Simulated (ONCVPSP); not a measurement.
Ce ONCV: all-electron and pseudo phase curves

- Element: Ce (Z = 58)
- Generator: ONCVPSP 4.0.1
- Type: optimised norm-conserving Vanderbilt (ONCV)
- Functional: LDA (Perdew-Zunger)
- Relativity: scalar-relativistic
- Frozen core: [Kr]
- Valence charge: 22
- Reference configuration: 4d10 4f1 5s2 5p6 5d1 6s2
- Partial waves: 5s+6s: rc 2.35 bohr, ncon 5, nbas 8, qcut 4.3 1/bohr, 2 projectors; 5p: rc 1.80 bohr, ncon 4, nbas 8, qcut 4.2 1/bohr, 2 projectors, debl 1.5 Ha; 4d+5d: rc 1.40 bohr, ncon 4, nbas 8, qcut 12.9 1/bohr, 2 projectors; 4f: rc 1.40 bohr, ncon 4, nbas 9, qcut 11.2 1/bohr, 2 projectors, debl 2.4 Ha
- Local potential: polynomial inside 1.00 bohr (lpopt 4, dvloc0 0 Ha)
- Core correction: none

The phase is arctan(r·R′/R) of the radial function R(r), unwrapped; energies in Ha, scanned from -6 to 5 Ha. A pole is an energy at which the radial function vanishes at the test radius. The pseudo phase is shifted by a multiple of π to meet the all-electron one at the reference energy, and phase errors are pseudo minus all-electron; the curves can meet again beyond the range given. Levels narrower than the energy grid can be missing from the lists of poles. Where the grid stepped over a known ghost or core level, its pole and its step of π were put in at the level’s energy.

```tsv
channel	radius (bohr)	reference energy (Ha)	poles, all-electron	poles, pseudo	unbroken range about the reference energy with phases within 0.05 rad	phase error 1 Ha above the reference energy (rad)
s	2.39	-0.14	-1.25, 3.45	-2.63, -1.25, 3.42	above -2.6	+0.000
p	1.83	-0.86	0.99	0.99, 3.27	below 2.8	-0.000
d	1.42	-0.12	-3.75	-3.75	the whole range	+0.001
f	1.42	-0.21	0.59	0.59	the whole range	+0.000
```

Note: ghosts flagged at negative energy: s at -71.6 eV; GHOST(+) flagged for p at 88.6 eV. A true bound ghost makes a file unfit for plane-wave use.

Phases in the s channel:

```
E (Ha)  all-electron  pseudo
 -5.96         1.418   4.560
 -5.40         1.407   4.548
 -4.84         1.393   4.534
 -4.28         1.374   4.515
 -3.72         1.347   4.489
 -3.16         1.306   4.447
 -2.60         1.223   1.228
 -2.04         0.895   0.896
 -1.48        -1.358  -1.358
 -0.92        -1.706  -1.706
 -0.36        -1.883  -1.883
  0.20        -2.231  -2.231
  0.76        -3.488  -3.488
  1.32        -4.307  -4.307
  1.88        -4.521  -4.521
  2.44        -4.616  -4.617
  3.00        -4.675  -4.677
  3.56        -4.721  -4.723
  4.12        -4.763  -4.769
  4.68        -4.813  -4.827
```
